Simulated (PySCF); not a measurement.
## [Dy(NH3)2]3+ at several levels of theory

Computed with PySCF 2.14.0 (density fitting, no spin-orbit coupling) at the geometry relaxed with B3LYP:

```xyz
9
[Dy(NH3)2]3+ (singlet in the valence; each metal's 4f electrons, 9 of them, lie in its core potential, out of spins and levels)
Dy   -0.1796    1.1623   -0.0004
N     0.0236   -0.1847    1.9424
H     0.9105   -0.0645    2.4805
H    -0.7052   -0.0210    2.6723
H    -0.0204   -1.2171    1.8034
N     0.0361   -0.1823   -1.9427
H     0.9031   -0.7591   -2.0111
H    -0.7189   -0.8847   -2.1019
H     0.0445    0.3479   -2.8424
```

```
    level                                                 basis    state  HOMO (eV)  gap (eV)  charge on Dy1 (e)  population of f-type functions on Dy1 (polarisation alone where 4f lies in the core)  dipole about the centre of mass (D)  largest force component (eV/Å)
    B3LYP     Dy lcecp-1-SVP with ECP55, N def2-SVP, H def2-SVP  singlet     -25.72      7.08               2.07                                                                                  0.02                                 3.80                            0.01
     PBE0                                              the same  singlet     -26.02      7.81               2.10                                                                                  0.02                                 3.76                            0.18
CAM-B3LYP                                              the same  singlet     -27.39     10.07               2.10                                                                                  0.02                                 3.64                            0.11
     BP86                                              the same  singlet     -24.64      5.52               2.01                                                                                  0.02                                 4.05                            0.35
    B3LYP  Dy lcecp-1-TZVP with ECP55, N def2-TZVP, H def2-TZVP  singlet     -25.64      7.08               2.27                                                                                  0.03                                 3.82                            0.37
```

In the lcecp rows the 4f levels are missing from HOMO and gap, and the state counts the valence alone.

Charges are Mulliken's, which hang on the basis. The relaxation used the grid (50, 194), these runs (75, 302) or, all-electron (x2c bases, spin-free X2C Hamiltonian), (99, 590).

What does r2SCAN with Dy lcecp-1-SVP with ECP55, N def2-SVP, H def2-SVP give here?

state singlet, HOMO (eV) -24.82, gap (eV) 6.25, charge on Dy1 (e) 2.10, population of f-type functions on Dy1 (polarisation alone where 4f lies in the core) 0.02, dipole about the centre of mass (D) 3.81, largest force component (eV/Å) 0.09. Time: 5.6 s on 2 threads of Arm Neoverse V2, on a shared host, from an already converged density.

In the first row's basis the gap widens with exact exchange: 5.5 to 6.2 eV for BP86, r2SCAN (none); 7.1 to 7.8 eV for B3LYP, PBE0 (a fixed share); 10.1 eV for CAM-B3LYP (rising or full at long range).

An lcecp potential fixes the number of 4f electrons, so in runs with it no electron can move into or out of that shell.
